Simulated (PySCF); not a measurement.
# Cobalt: a sound run and one with changed settings

Sound run: Co [Ar] 3d7 4s2, Co+ [Ar] 3d8. All numbers are calculated (PySCF 2.14, scalar relativity by spin-free X2C-1e, in x2c-SVPall (5s3p3d1f, 36 functions)). The sound run starts from symmetry-adapted Hartree-Fock orbitals and uses a fine grid where one is needed.

Changed run: radial step 0.5 in ln r (0.13 in the sound run). This setting is unsound on purpose.

```
species  method  sound run (hartree)  changed run (hartree)  converged
     Co     UHF          -1391.64018            -1391.64018        yes
     Co     LDA          -1390.33052            -1390.33968        yes
     Co   B3LYP          -1393.04652            -1393.08683        yes
    Co+     UHF          -1391.33719            -1391.33719        yes
    Co+     LDA          -1390.04667            -1390.05984        yes
    Co+   B3LYP          -1392.75477            -1392.79908        yes
```

Ionisation energy of Co:

```tsv
method	sound run (eV)	changed run (eV)
UHF	8.245	8.245
LDA	7.724	7.615
B3LYP	7.939	7.830
```

A coarse radial grid mis-integrates the density and the exchange-correlation energy, with errors of either sign; Hartree-Fock needs no grid.

For comparison, NIST gives 7.881 eV between the lowest levels.
